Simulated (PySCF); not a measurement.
PySCF input file for Si(Cl)(Br)(vinyl)(NH2) (C2H5BrClNSi), SMILES C=C[Si](N)(Cl)Br, TDDFT-PBE0/def2-SVPD. The structure is a stationary point at B3LYP-D3(BJ)/def2-SVP. Other conformers were not sampled.

```python
import numpy as np
from pyscf import gto, scf, dft, tdscf

mol = gto.M(
    atom='''
    C    -2.54743044   -0.56801918   -1.56737009
    C    -1.77721035    0.34206789   -0.95555680
    Si   -0.00185484    0.00669128   -0.55264476
    N     0.57091599   -1.37146821   -1.39758268
    Cl    1.05851311    1.75858436   -0.96567333
    Br    0.28487365   -0.43380002    1.62389185
    H    -2.15483310   -1.55286475   -1.84187104
    H    -3.59635902   -0.36979917   -1.81412735
    H    -2.19906651    1.31828014   -0.68827600
    H     1.34180186   -1.90369525   -1.00496262
    H     0.62055679   -1.34254685   -2.41286470
    ''',
    basis='def2-SVPD',
    charge=0,
    spin=0,
    max_memory=1600,
    verbose=4,
)
mf = dft.RKS(mol, xc='pbe0').density_fit(auxbasis='def2-universal-jkfit')
mf.grids.level = 3
mf.conv_tol = 1e-9
mf.max_cycle = 100
mf.kernel()
mf.grids = dft.Grids(mol).set(level=1).build(with_non0tab=True)  # coarser grid for the response kernel
td = tdscf.TDDFT(mf)
td.singlet = True
td.nstates = 10
td.conv_tol = 1e-4
td.positive_eig_threshold = 1e-6
td.kernel(x0=td.get_init_guess(mf, 15))
td.analyze()
tt = tdscf.TDA(mf)
tt.singlet = False
tt.nstates = 4
tt.conv_tol = 1e-4
tt.positive_eig_threshold = 1e-6
tt.kernel(x0=tt.get_init_guess(mf, 9))
tt.analyze(verbose=3)
```

Program output:

```
PySCF version 2.14.0

[INPUT] verbose = 4
[INPUT] num. atoms = 11
[INPUT] num. electrons = 90
[INPUT] charge = 0
[INPUT] spin (= nelec alpha-beta = 2S) = 0
[INPUT] symmetry False subgroup None
[INPUT] Mole.unit = angstrom
[INPUT] Symbol           X                Y                Z      unit          X                Y                Z       unit  Magmom
[INPUT]  1 C     -2.547430440000  -0.568019180000  -1.567370090000 AA   -4.813945852980  -1.073400683700  -2.961900205935 Bohr   0.0
[INPUT]  2 C     -1.777210350000   0.342067890000  -0.955556800000 AA   -3.358440827242   0.646414628108  -1.805740648466 Bohr   0.0
[INPUT]  3 Si    -0.001854840000   0.006691280000  -0.552644760000 AA   -0.003505139605   0.012644686623  -1.044347240576 Bohr   0.0
[INPUT]  4 N      0.570915990000  -1.371468210000  -1.397582680000 AA    1.078874861235  -2.591699305447  -2.641048501636 Bohr   0.0
[INPUT]  5 Cl     1.058513110000   1.758584360000  -0.965673330000 AA    2.000299877162   3.323242807344  -1.824858119497 Bohr   0.0
[INPUT]  6 Br     0.284873650000  -0.433800020000   1.623891850000 AA    0.538333178605  -0.819763230631   3.068710852413 Bohr   0.0
[INPUT]  7 H     -2.154833100000  -1.552864750000  -1.841871040000 AA   -4.072044403148  -2.934489085991  -3.480631822368 Bohr   0.0
[INPUT]  8 H     -3.596359020000  -0.369799170000  -1.814127350000 AA   -6.796133593409  -0.698819152391  -3.428203846583 Bohr   0.0
[INPUT]  9 H     -2.199066510000   1.318280140000  -0.688276000000 AA   -4.155633433603   2.491188420053  -1.300653138111 Bohr   0.0
[INPUT] 10 H      1.341801860000  -1.903695250000  -1.004962620000 AA    2.535638028832  -3.597462647135  -1.899104117225 Bohr   0.0
[INPUT] 11 H      0.620556790000  -1.342546850000  -2.412864700000 AA    1.172682377839  -2.537045855898  -4.559653458631 Bohr   0.0

nuclear repulsion = 590.937824824674
number of shells = 80
number of NR pGTOs = 310
number of NR cGTOs = 192
basis = def2-SVPD
ecp = {}


[settings echo left out]
init E= -3455.96134395237
  HOMO = -0.328240288492758  LUMO = -0.10251907069199  gap/eV = 6.14219
cycle= 1 E= -3456.5352134386  delta_E= -0.574  |g|= 0.471  |ddm|= 4.82
  HOMO = -0.248793510020637  LUMO = -0.0282337157594617  gap/eV = 6.00174
cycle= 2 E= -3456.51743758509  delta_E= 0.0178  |g|= 0.548  |ddm|= 1.65
  HOMO = -0.296220303859458  LUMO = -0.0401442785518231  gap/eV = 6.96818
cycle= 3 E= -3456.58891890658  delta_E= -0.0715  |g|= 0.0664  |ddm|= 0.886
  HOMO = -0.298984271576877  LUMO = -0.0435149222789506  gap/eV = 6.95168
cycle= 4 E= -3456.58985943042  delta_E= -0.000941  |g|= 0.0247  |ddm|= 0.135
  HOMO = -0.300021090216142  LUMO = -0.0423092898599249  gap/eV = 7.01270
cycle= 5 E= -3456.58999755031  delta_E= -0.000138  |g|= 0.00797  |ddm|= 0.0362
  HOMO = -0.299669195977692  LUMO = -0.0420343486982793  gap/eV = 7.01060
cycle= 6 E= -3456.59001140892  delta_E= -1.39e-05  |g|= 0.00322  |ddm|= 0.0143
  HOMO = -0.299582751101798  LUMO = -0.0421104621078436  gap/eV = 7.00618
cycle= 7 E= -3456.59001391432  delta_E= -2.51e-06  |g|= 0.00074  |ddm|= 0.00439
  HOMO = -0.299665604280878  LUMO = -0.0421355261404628  gap/eV = 7.00775
cycle= 8 E= -3456.59001406188  delta_E= -1.48e-07  |g|= 0.000166  |ddm|= 0.00143
  HOMO = -0.299657359052811  LUMO = -0.0421185483011213  gap/eV = 7.00799
cycle= 9 E= -3456.59001406955  delta_E= -7.67e-09  |g|= 4.46e-05  |ddm|= 0.000367
  HOMO = -0.299655733868982  LUMO = -0.0421233513397863  gap/eV = 7.00781
cycle= 10 E= -3456.59001407009  delta_E= -5.38e-10  |g|= 1.41e-05  |ddm|= 9.11e-05
  HOMO = -0.299655521473261  LUMO = -0.042120885001816  gap/eV = 7.00787
Extra cycle  E= -3456.59001407007  delta_E= 2.09e-11  |g|= 1.7e-05  |ddm|= 5.41e-05
converged SCF energy = -3456.59001407007
tot grids = 47904
Overwritten attributes  positive_eig_threshold  of <class 'pyscf.tdscf.rks.TDDFT'>


******** <class 'pyscf.tdscf.rks.TDDFT'> for <class 'pyscf.df.df_jk.DFRKS'> ********
nstates = 10 singlet
deg_eia_thresh = 1.000e-03
wfnsym = None
conv_tol = 0.0001
eigh lindep = 1e-12
eigh level_shift = 0
eigh max_cycle = 100


Excitation energies (eV)
[5.87200063 6.15154578 6.32388329 6.59693166 6.9112649  7.0469091
 7.12577241 7.21022287 7.29968037 7.39141209]

** Singlet excitation energies and oscillator strengths **
Excited State   1:      5.87200 eV    211.14 nm  f=0.0055
      44 -> 46        0.28588
      45 -> 46       -0.63937
Excited State   2:      6.15155 eV    201.55 nm  f=0.0614
      42 -> 46       -0.42993
      44 -> 46       -0.47995
      45 -> 46       -0.21304
Excited State   3:      6.32388 eV    196.06 nm  f=0.0064
      43 -> 46       -0.68254
Excited State   4:      6.59693 eV    187.94 nm  f=0.0709
      39 -> 46        0.13608
      41 -> 46       -0.51960
      42 -> 46       -0.27858
      43 -> 46       -0.10938
      44 -> 46        0.29198
      45 -> 46        0.10650
Excited State   5:      6.91126 eV    179.39 nm  f=0.0034
      41 -> 46        0.14362
      42 -> 46       -0.14655
      44 -> 47        0.14076
      45 -> 47       -0.63660
Excited State   6:      7.04691 eV    175.94 nm  f=0.2007
      41 -> 46       -0.36213
      42 -> 46        0.40047
      44 -> 46       -0.20937
      44 -> 47        0.31026
      45 -> 47       -0.11313
Excited State   7:      7.12577 eV    173.99 nm  f=0.0360
      39 -> 46       -0.12130
      41 -> 46        0.11135
      42 -> 46       -0.14575
      42 -> 47        0.15762
      44 -> 46        0.15502
      44 -> 47        0.51290
      45 -> 47        0.17843
      45 -> 48       -0.23734
Excited State   8:      7.21022 eV    171.96 nm  f=0.0181
      40 -> 46        0.18297
      43 -> 47       -0.31208
      44 -> 47        0.20136
      44 -> 48       -0.27276
      45 -> 48        0.46226
Excited State   9:      7.29968 eV    169.85 nm  f=0.0096
      40 -> 46        0.59307
      43 -> 47       -0.16951
      43 -> 48        0.12059
      45 -> 48       -0.27067
Excited State  10:      7.39141 eV    167.74 nm  f=0.0418
      40 -> 46       -0.27723
      42 -> 47        0.10275
      43 -> 47       -0.52619
      43 -> 48        0.18879
      44 -> 47       -0.14805
      45 -> 48       -0.21006

** Transition electric dipole moments (AU) **
state          X           Y           Z        Dip. S.      Osc.
  1         0.0639      0.1820      0.0326      0.0383      0.0055
  2         0.5084      0.0342      0.3840      0.4071      0.0614
  3         0.0921      0.1712     -0.0600      0.0414      0.0064
  4        -0.6039     -0.1976     -0.1872      0.4387      0.0709
  5        -0.0194      0.1129      0.0845      0.0203      0.0034
  6         0.8023      0.4260      0.5808      1.1625      0.2007
  7        -0.1955     -0.0133     -0.4095      0.2061      0.0360
  8        -0.2075     -0.2314      0.0775      0.1026      0.0181
  9         0.2099     -0.0156     -0.0958      0.0535      0.0096
 10         0.0542     -0.4759      0.0377      0.2309      0.0418

** Transition velocity dipole moments (imaginary part, AU) **
state          X           Y           Z        Dip. S.      Osc.
  1         0.0122      0.0397      0.0085      0.0018      0.0056
  2         0.1140      0.0067      0.0867      0.0206      0.0606
  3         0.0215      0.0385     -0.0154      0.0022      0.0063
  4        -0.1446     -0.0478     -0.0423      0.0250      0.0687
  5        -0.0026      0.0339      0.0201      0.0016      0.0041
  6         0.2105      0.1103      0.1527      0.0798      0.2054
  7        -0.0460     -0.0006     -0.1054      0.0132      0.0337
  8        -0.0562     -0.0640      0.0220      0.0077      0.0195
  9         0.0582     -0.0032     -0.0281      0.0042      0.0104
 10         0.0156     -0.1311      0.0094      0.0175      0.0430

** Transition magnetic dipole moments (imaginary part, AU) **
state          X           Y           Z
  1        -0.1977     -0.0474      0.1346
  2         0.0255      0.2035      0.3753
  3        -0.0670      0.0456      0.0868
  4         0.4384      0.1539     -0.2614
  5        -0.2254      0.2447     -0.4394
  6        -0.3617      0.3197      0.4458
  7        -0.1277     -0.1394     -0.7676
  8         0.4385     -0.4686      0.4020
  9        -0.5027      0.3849      0.0808
 10        -0.0535      0.1732      0.2288
Overwritten attributes  positive_eig_threshold  of <class 'pyscf.tdscf.rks.TDA'>


******** <class 'pyscf.tdscf.rks.TDA'> for <class 'pyscf.df.df_jk.DFRKS'> ********
nstates = 4 triplet
deg_eia_thresh = 1.000e-03
wfnsym = None
conv_tol = 0.0001
eigh lindep = 1e-12
eigh level_shift = 0
eigh max_cycle = 100


Excitation energies (eV)
[4.08392059 5.72492013 5.78555404 6.11114183]

** Triplet excitation energies and oscillator strengths **
Excited State   1:      4.08392 eV    303.59 nm  f=0.0000
Excited State   2:      5.72492 eV    216.57 nm  f=0.0000
Excited State   3:      5.78555 eV    214.30 nm  f=0.0000
Excited State   4:      6.11114 eV    202.88 nm  f=0.0000
```

Self-consistency was reached.
